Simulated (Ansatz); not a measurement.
Program: Ansatz 0.2.0.

A structure relaxed at PBE0-D4/def2-TZVP, charge 0, multiplicity 1:

```xyz
11

C     0.551    1.025    0.602
C     0.007   -0.372    0.479
F    -1.064   -0.540    1.326
C    -0.475   -0.697   -0.929
F    -1.415    0.153   -1.346
F     0.552   -0.629   -1.787
F    -0.981   -1.928   -0.996
H    -0.216    1.756    0.347
H     1.407    1.161   -0.060
H     0.874    1.196    1.629
H     0.760   -1.125    0.734
```

Q: Give its formula and SMILES.

A: C3H4F4, `CC(F)C(F)(F)F`.

Q: Summarise the bond lengths by kind.

A: 2 × C–C 1.504 to 1.523 Å; 4 × C–H 1.090 to 1.095 Å; 4 × C–F 1.332 to 1.376 Å.
